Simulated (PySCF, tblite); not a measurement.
Isomers of CH13NSi4. Method: GFN2-xTB as coded in tblite; computed harmonic values from a numerical Hessian at the method's own geometry, unscaled. The method is semi-empirical: single wavenumbers can be off by several per cent or more. Modes of hydrogen on silicon can be 10 to 20 % off. One conformer each.

Electronic energies: PBE0/pcSseg-1 single points on the GFN2-xTB geometries (PySCF, gas phase).

```
                      SMILES  electronic energy, lowest = 0 (kcal/mol)
  [SiH3]C[SiH2][SiH2]N[SiH3]                                      14.3
C[SiH2]N([SiH3])[SiH2][SiH3]                                       0.0
CN[Si]([SiH3])([SiH3])[SiH3]                                      34.4
C[SiH2][SiH2]N([SiH3])[SiH3]                                       3.1
[SiH3]CN([SiH3])[SiH2][SiH3]                                      36.3
```

Question: How do GFN2-xTB zero-point energies change the relative energies?

Answer: 
| SMILES | ZPE (kcal/mol) | of it from modes above 1550 cm⁻¹ | electronic (kcal/mol) | with ZPE, lowest = 0 (kcal/mol) | lowest mode (cm⁻¹) | rings |
| --- | --- | --- | --- | --- | --- | --- |
| C[SiH2]N([SiH3])[SiH2][SiH3] | 77.0 | 44.6 | 0.0 | 0.0 | 11 | 0 |
| C[SiH2][SiH2]N([SiH3])[SiH3] | 77.0 | 44.6 | 3.1 | 3.1 | 4 | 0 |
| [SiH3]C[SiH2][SiH2]N[SiH3] | 77.1 | 44.9 | 14.3 | 14.3 | 37 | 0 |
| CN[Si]([SiH3])([SiH3])[SiH3] | 78.3 | 46.1 | 34.4 | 35.7 | 36 | 0 |
| [SiH3]CN([SiH3])[SiH2][SiH3] | 76.0 | 43.3 | 36.3 | 35.2 | 5i | 0 |

The zero-point energies span 2.3 kcal/mol, from `[SiH3]CN([SiH3])[SiH2][SiH3]` to `CN[Si]([SiH3])([SiH3])[SiH3]`. Slightly imaginary modes are left out of the zero-point energy: `[SiH3]CN([SiH3])[SiH2][SiH3]` 5.1i cm⁻¹. The lowest isomer stays, but the order above it changes.

Question: And how do the electronic energies of GFN2-xTB itself compare?

Answer: `C[SiH2]N([SiH3])[SiH2][SiH3]` 0.4; `C[SiH2][SiH2]N([SiH3])[SiH3]` 0.0; `[SiH3]C[SiH2][SiH2]N[SiH3]` 18.5; `CN[Si]([SiH3])([SiH3])[SiH3]` 51.8; `[SiH3]CN([SiH3])[SiH2][SiH3]` 15.9 kcal/mol, lowest = 0. Against the energies above, taken from the same isomer `C[SiH2]N([SiH3])[SiH2][SiH3]`, the largest difference is 20.8 kcal/mol.
